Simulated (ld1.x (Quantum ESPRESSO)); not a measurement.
## Reading a pseudo-wave (calcium)

Columns: radius, all-electron u(r) and pseudo u(r) of the 3s shell (level -47.44 eV) of calcium in the configuration [Ne] 3s2 3p6 3d0 4s1.75 4p0.25; PBE, scalar-relativistic, TM scheme, ld1.x (Quantum ESPRESSO) 7.5.

| r (bohr) | all-electron | pseudo |
| --- | --- | --- |
| 0.093 | 0.0539 | 0.0767 |
| 0.185 | -0.4378 | 0.1563 |
| 0.278 | -0.5141 | 0.2443 |
| 0.370 | -0.2909 | 0.3423 |
| 0.463 | 0.0467 | 0.4548 |
| 0.555 | 0.3750 | 0.5787 |
| 0.648 | 0.6472 | 0.7108 |
| 0.740 | 0.8416 | 0.8362 |
| 0.833 | 0.9646 | 0.9406 |
| 0.925 | 1.0238 | 1.0063 |
| 1.018 | 1.0343 | 1.0274 |
| 1.110 | 1.0088 | 1.0075 |
| 1.203 | 0.9585 | 0.9584 |
| 1.295 | 0.8935 | 0.8935 |
| 1.388 | 0.8196 | 0.8196 |
| 1.480 | 0.7435 | 0.7435 |
| 1.573 | 0.6671 | 0.6671 |
| 1.665 | 0.5946 | 0.5946 |
| 1.758 | 0.5257 | 0.5257 |
| 1.850 | 0.4629 | 0.4629 |
| 1.943 | 0.4051 | 0.4051 |
| 2.035 | 0.3537 | 0.3537 |
| 2.128 | 0.3073 | 0.3073 |
| 2.220 | 0.2667 | 0.2667 |
| 2.313 | 0.2304 | 0.2304 |
| 2.405 | 0.1990 | 0.1990 |

Question: How many radial nodes do the two functions have?

Answer: The all-electron 3s function has n − l − 1 = 2; the pseudo-wave has 0, since the states of the same l below it are removed with the core.

Question: At about which radius was the pseudo-wave matched?

Answer: 1.30 bohr. The columns agree to 0.0005 from 1.20 bohr on; several derivatives are matched, so the curves merge somewhat inside the radius.

Question: Is the pseudo-wave norm-conserving?

Answer: Yes: the TM scheme keeps the norm inside the radius equal to the all-electron one, which fixes the energy derivative of the logarithmic derivative at the level.
